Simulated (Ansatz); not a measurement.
C₈H₆N₂ (`c1ccc2nccnc2c1`), relaxed with RKS PBE0-D4/def2-TZVP in the Gaussian-basis code of Ansatz from a PBE-D4/def2-SVP geometry. The force threshold is 0.005 eV/Å; the program also tests the step.

The species carries charge 0 and has multiplicity 1.

Start:

```xyz
16

C    -1.354   -1.916    0.074
C    -2.104   -0.882   -0.553
C    -1.554    0.378   -0.737
C    -0.227    0.648   -0.297
N     0.306    1.892   -0.483
C     1.542    2.071   -0.049
C     2.295    1.033    0.580
N     1.809   -0.181    0.775
C     0.533   -0.401    0.339
C    -0.060   -1.684    0.514
H    -1.810   -2.909    0.210
H    -3.130   -1.089   -0.894
H    -2.109    1.197   -1.219
H     1.994    3.071   -0.189
H     3.326    1.233    0.926
H     0.544   -2.462    1.002
```

By how much does the energy fall, and how many steps does the optimiser take? (An estimate is asked.)

The calculation gave: 0.11 eV, in 4 steps.

Which bonds change most? (Estimate.)

Computed: C4–C9 from 1.443 to 1.420 Å; C1–C10 from 1.387 to 1.367 Å; C2–C3 from 1.387 to 1.367 Å; C7–H15 from 1.106 to 1.087 Å.

Give the relaxed structure. (Estimate.)

Ansatz gave: 
```xyz
16

C    -1.336   -1.894    0.075
C    -2.079   -0.869   -0.547
C    -1.537    0.373   -0.729
C    -0.224    0.638   -0.292
N     0.305    1.871   -0.476
C     1.525    2.049   -0.049
C     2.270    1.021    0.574
N     1.789   -0.176    0.766
C     0.525   -0.394    0.334
C    -0.060   -1.665    0.508
H    -1.786   -2.871    0.208
H    -3.089   -1.073   -0.883
H    -2.087    1.177   -1.203
H     1.967    3.032   -0.187
H     3.284    1.216    0.914
H     0.532   -2.435    0.988
```
